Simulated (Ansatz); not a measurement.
Reaction (formal exchange of groups at a C–Br bond): `[SiH3]O/C=C\Br` + BH₃ → `B/C=C/O[SiH3]` + HBr

Isolated molecules relaxed with PBE0-D4/def2-TZVP in Ansatz; ΔE leaves out vibrations. CBS: MP2 limit from def2 TZ/QZ plus the TZ coupled-cluster correction, frozen cores. This one scheme is used for every species. Double bonds are as drawn, so ΔE can hold a change between cis and trans. For Br outer-core shells are correlated without core-valence functions, which leaves a few kJ/mol of doubt a bond. Scalar relativity is left out up to krypton. One conformer a species, not always the lowest.

```
         species  HF/CBS(def2) energy (Eh)
`[SiH3]O/C=C\Br`               -3015.01223
             BH₃                 -26.40255
 `B/C=C/O[SiH3]`                -468.39866
             HBr               -2573.05821
```

Question: Work out ΔE.

Answer: ΔE = (-468.39866) + (-2573.05821) − (-3015.01223) − (-26.40255) = -0.04209 Eh = -110.5 kJ/mol. CCSD(T)/CBS gives -110.2 kJ/mol.

Largest T1 diagnostic among the species: 0.013.

The D4 term adds +3.2 kJ/mol with B3LYP and +1.6 kJ/mol with PBE0; it sums over pairs of atoms, weighted by their polarisabilities, and B3LYP, whose exchange is more repulsive, gets the larger term.

B3LYP here is the variant with VWN-RPA as its local correlation; programs differ in this.
